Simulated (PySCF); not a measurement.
**AsHF + H₂O → HAs(OH) + HF**

Level: PBE0 in the def2-TZVP basis family, all electrons, no relativity, computed in PySCF with density fitting; open shells unrestricted.

```
species                                                                state and structure       E (Eh)  ZPE (kJ/mol)  H(298 K) − H(0) (kJ/mol)  S° (J/(mol K))
   AsHF                              doublet, Cs, As–F 1.747 Å, As–H 1.536 Å; F–As–H 94.2°  -2335.97851          21.9                      10.4           257.7
    H₂O                                       singlet, C2v, O–H 0.960 Å (×2); H–O–H 105.1°    -76.37736          56.5                       9.9           188.7
HAs(OH)  doublet, Cs, As–H 1.539 Å, As–O 1.789 Å, O–H 0.960 Å; As–O–H 112.1°, H–As–O 96.8°  -2311.95720          52.7                      11.6           264.9
     HF                                                          singlet, C∞v, H–F 0.920 Å   -100.39188          24.9                       8.7           173.6
```

Question: What is the electronic reaction energy?

Answer: At PBE0/def2-TZVP, ΔE = 17.8 kJ/mol from the differences of the total energies times 2625.5, uphill. 

Question: Add zero-point, thermal and entropy terms for 298.15 K and 1 bar.

Answer: ΔZPE = -0.8 and Δ[H(298) − H(0)] = 0.0 kJ/mol give ΔH° = 17.0 kJ/mol. ΔS° = -7.9 J/(mol K), so ΔG° = 17.0 − 298.15 × (-0.0079) = 19 kJ/mol and log₁₀K = -3.4.

Each species is the lowest minimum found with this bonding; other isomers or fragments can lie lower.
